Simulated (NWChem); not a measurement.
# InH2Cl; SMILES [Cl][InH2]

def2 effective core potentials on In; no spin-orbit coupling.

Problem. Give the equilibrium geometry at PBE0/def2-SVP with def2 effective core potentials on In (NWChem) as a list of bonds and angles, with the point group.

Solution. point group C2v; any orientation.
Bond lengths (Å): In1–H2 1.715, In1–H3 1.715, In1–Cl4 2.367. Angles (°): H2–In1–H3 134.5, H2–In1–Cl4 112.8, H3–In1–Cl4 112.8.
